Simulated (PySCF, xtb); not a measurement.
H₆Se, SMILES [SeH6].

xtb with GFN2-xTB at its own geometry gives an orbital gap of 7.55 eV and a dipole moment of 0.00 D.

Geometry optimised at B3LYP-D3(BJ)/def2-TZVP.

**Question.** What does M06-2X/def2-TZVPD in PySCF give? (The exact figures need the calculation; the answer reports its results.)

**Answer.** gap 6.96 eV (levels -7.91 and -0.95 eV), dipole 0.00 D.
